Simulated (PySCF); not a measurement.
CH₆O₂Si₂, SMILES O[Si@H]1OC[SiH2]1.

The structure is a stationary point at ωB97X-D3(BJ)/def2-SVP. The structure was generated by enumeration; whether it is a known compound was not checked. The values are those of a single conformer.

Calculation: TDA-PBE/def2-SVPD in PySCF.

Vertical excitations. 

| state | energy (eV) | λ (nm) | f | main pairs |
|---|---|---|---|---|
| S1 | 5.51 | 225 | 0.015 | HOMO→LUMO 91 % |
| S2 | 5.67 | 219 | 0.006 | HOMO−1→LUMO 64 %, HOMO→LUMO+1 25 % |
| S3 | 5.74 | 216 | 0.026 | HOMO→LUMO+1 45 %, HOMO−1→LUMO 32 %, HOMO−1→LUMO+1 10 %, HOMO→LUMO+2 7 % |
| S4 | 5.93 | 209 | 0.010 | HOMO−2→LUMO 80 % |
| S5 | 5.97 | 208 | 0.024 | HOMO→LUMO+2 50 %, HOMO−2→LUMO+1 41 % |
| S6 | 6.07 | 204 | 0.030 | HOMO−1→LUMO+1 37 %, HOMO→LUMO+2 22 %, HOMO−2→LUMO+1 21 %, HOMO−2→LUMO 8 % |
| S7 | 6.24 | 199 | 0.064 | HOMO−1→LUMO+1 30 %, HOMO−2→LUMO+1 18 %, HOMO→LUMO+3 15 %, HOMO−2→LUMO+2 13 % |
| S8 | 6.31 | 197 | 0.017 | HOMO−1→LUMO+2 89 % |
| S9 | 6.36 | 195 | 0.009 | HOMO→LUMO+3 76 % |
| S10 | 6.48 | 191 | 0.095 | HOMO−2→LUMO+2 71 % |
| T1 | 4.83 | 257 | 0 | HOMO→LUMO 96 % |
| T2 | 5.15 | 241 | 0 | HOMO→LUMO+1 91 % |
| T3 | 5.45 | 227 | 0 | HOMO→LUMO+2 91 % |
| T4 | 5.48 | 226 | 0 | HOMO−1→LUMO 98 % |
Triplets are in the Tamm–Dancoff approximation.
